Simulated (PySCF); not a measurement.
Dipole moment and polarisability of `CC#C/C(C#N)=C\C#N`

Compound: C₇H₄N₂.
Structure used (GFN2-xTB), in Å, numbered top down from 1:
```
atom  x, y, z in Å
C1    -2.7563   -0.0692   -0.0137
C2    -1.3355    0.1493    0.0041
C3    -0.1422    0.3153    0.0185
C4     1.2502    0.5318    0.0352
C5     1.6625    1.8867    0.1212
N6     1.9913    2.9817    0.1886
C7     2.1701   -0.4611   -0.0248
C8     1.7976   -1.8095   -0.1096
N9     1.4965   -2.9152   -0.1755
H10   -3.1969    0.4420   -0.8696
H11   -2.9688   -1.1353   -0.0833
H12   -3.2021    0.3274    0.8983
H13    3.2294   -0.2434   -0.0072
```

Level: CAM-B3LYP/def2-SVPD (PySCF), static field, nuclei fixed, core orbitals frozen in the response. The polarisability tensor in these axes (au):

```
x   118.31  -4.04  -0.08
y    -4.04 118.04   3.95
z    -0.08   3.95  54.06
```

Question: Give the principal values, the mean and the anisotropy Δα = √{½[(α1 − α2)² + (α2 − α3)² + (α1 − α3)²]}.

Answer: Principal values 53.82, 114.25 and 122.34 au; mean 96.80 au = 14.34 Å³ = 15.96 × 10⁻⁴⁰ C²·m²/J; Δα = 64.86 au (67 % of the mean).

Question: What is the dipole moment, and where does it point?

Answer: (-2.30, -0.07, -0.01) D, 2.30 D in size, pointing from the negative to the positive side. Measured along this direction, the outermost atoms are H13 at the negative end and H10 and H12 at the positive end.

Question: What molar refraction does this α imply?

Answer: Lorentz–Lorenz: R = (4π/3)N_A α = 2.5225 cm³/(mol·Å³) × 14.34 Å³ = 36.2 cm³/mol, in the limit of long wavelengths.

Question: Give the principal axes and the span of the nuclei along them.

Answer: Largest value along (0.71, -0.70, -0.04), where the nuclei span 5.66 Å; middle along (0.71, 0.71, 0.05), 6.42 Å; least along (0.00, -0.06, 1.00), 1.77 Å. The strongest response doesn't lie along the longest of the three spans.

Question: Form Σ f/ω² (atomic units) for the 8 lowest TDDFT singlets, given as eV and f, and set it beside the mean polarisability, which is this sum over all singlets: 4.35, 0.0000; 4.54, 0.3576; 5.75, 0.0001; 5.91, 0.2237; 6.15, 0.0000; 6.24, 0.0006; 6.83, 0.0002; 7.09, 0.0036.

Answer: They add up to 17.68 au, 18.3 % of the 96.80 au; the largest single term is 12.87 au, from the state at 4.54 eV. Terms in order: 0.00, 12.87, 0.00, 4.74, 0.00, 0.01, 0.00, 0.05 au. Higher excitations give the rest. The strengths listed sum to 0.586.

Geometry: GFN2-xTB; no solvent, vibrations or thermal averaging.

The run behind these numbers computed excited states as well. Time: 36 s wall; peak memory 0.96 GiB. Hardware: an Arm Neoverse V2 with one thread, no GPU, shared host.
